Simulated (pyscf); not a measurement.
**C⁻≡CH, singlet**

Gas-phase minimum from PySCF at ωB97X-D3(BJ)/def2-SVPD, one conformer. 

```xyz
3

C      0.8553    -0.8150    -0.5163
C      0.2856     0.2875    -0.5966
H     -0.2065     1.2405    -0.6655
```
Charge -1, spin multiplicity 1.

Bonds (Å): C1–C2 1.244, C2–H3 1.075. Angles (°): C1–C2–H3 180.0.

Properties at ωB97X-D3(BJ)/def2-SVPD:

```json
{
 "harmonic_wavenumbers_unscaled": "528, 528, 1972, 3422 cm⁻¹",
 "zero_point_energy": "9.2 kcal/mol",
 "rotational_symmetry_number": "1",
 "Entropy of this conformer at 298 K and 1 atm, rigid rotor and harmonic oscillator, modes under 100 cm⁻¹ raised to 100": "203.8 J/(mol K)",
 "dipole_moment": "depends on origin"
}
```

Single-point totals, which compare only within one level (frozen core for MP2 and CC):

```
level                    total energy (hartree)
-----------------------  ----------------------
ωB97X-D3(BJ)/def2-TZVPD               -76.77654
PBE/def2-TZVPD                        -76.64053
r²SCAN/def2-TZVPD                     -76.69302
B3LYP-D3(BJ)/def2-TZVPD               -76.75262
PBE0-D3(BJ)/def2-TZVPD                -76.64211
M06-2X/def2-TZVPD                     -76.71352
ωB97M-D3(BJ)/def2-TZVPD               -76.77526
HF/def2-TZVPPD                        -76.23319
MP2/def2-TZVPPD                       -76.54789
CCSD/def2-TZVPPD                      -76.55630
CCSD(T)/def2-TZVPPD                   -76.57545
```

The CCSD(T) − MP2 part came from Ansatz, without density fitting, on the same reference.
